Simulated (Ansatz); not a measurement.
The same molecule with X = O, S, Se. Ansatz, PBE0-D4/def2-TZVP geometries, multiplicity 1. Each molecule was computed in one conformer, which needn't be the lowest.

Scalar relativity is left out up to krypton.

| X | molecule | mean X–Al bond length / Å | mean X–H bond length / Å | LUMO energy (ωB97M-V/def2-TZVPP) / eV | LUMO energy (PBE/def2-TZVPP) / eV | HOMO–LUMO gap (PBE/def2-TZVPP) / eV |
| --- | --- | --- | --- | --- | --- | --- |
| O | `[OH][Al]([Cl])[Cl]` | 1.677 | 0.956 | 0.71 | -1.82 | 6.03 |
| S | `[SH][Al]([Cl])[Cl]` | 2.158 | 1.345 | 0.71 | -1.85 | 5.18 |

Task: Give the row for X = Se, `[Cl][Al]([Cl])[SeH]`. (Estimate.)

Result: Ansatz gave: 
```
 X               molecule  mean X–Al bond length / Å  mean X–H bond length / Å  LUMO energy (ωB97M-V/def2-TZVPP) / eV  LUMO energy (PBE/def2-TZVPP) / eV  HOMO–LUMO gap (PBE/def2-TZVPP) / eV
Se  `[Cl][Al]([Cl])[SeH]`                      2.290                     1.470                                   0.61                              -1.94                                 4.74
```

From O to Se the mean X–Al bond length rises at each step, by 0.613 Å in all; the mean X–H bond length rises at each step, by 0.514 Å in all; the LUMO energy (ωB97M-V/def2-TZVPP) isn't monotonic: highest at O, lowest at Se; the LUMO energy (PBE/def2-TZVPP) falls at each step, by 0.12 eV in all; the HOMO–LUMO gap (PBE/def2-TZVPP) falls at each step, by 1.29 eV in all. Bonds lengthen as the atom grows down the group.

Spin–orbit coupling is left out; it splits and shifts lone-pair levels of the heavy atoms by tenths of an eV.
